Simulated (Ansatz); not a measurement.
Basis-set extrapolation for `B/C=C(\O)CN` (PBE0-D4/def2-TZVP geometry, frozen core, Ansatz). Multiplicity 1, RHF reference.

```tsv
	def2-TZVPP	def2-QZVPP
HF	-272.328433	-272.341181
MP2 correlation	-1.044381	-1.116679
CCSD(T) correlation	-1.132825	not run
```

Energies in hartree. Use E(X) = E(∞) + A·exp(−7.88·√X) for Hartree–Fock and E(X) = E(∞) + B·X^(−2.97) for correlation, with X = 3 and 4, and add CCSD(T) minus MP2 of the smaller set to the MP2 limit.

**Question.** What is the CCSD(T) energy at the basis-set limit?

**Answer.** HF limit: -272.341181 + (-0.012748) × 0.13774 = -272.34294. MP2 limit: -1.116679 + (-0.072298) × 0.74074 = -1.17023. Higher-order term: -1.132825 − (-1.044381) = -0.08844. Total: -273.60161 hartree, 88.1 kcal/mol below CCSD(T)/def2-TZVPP.
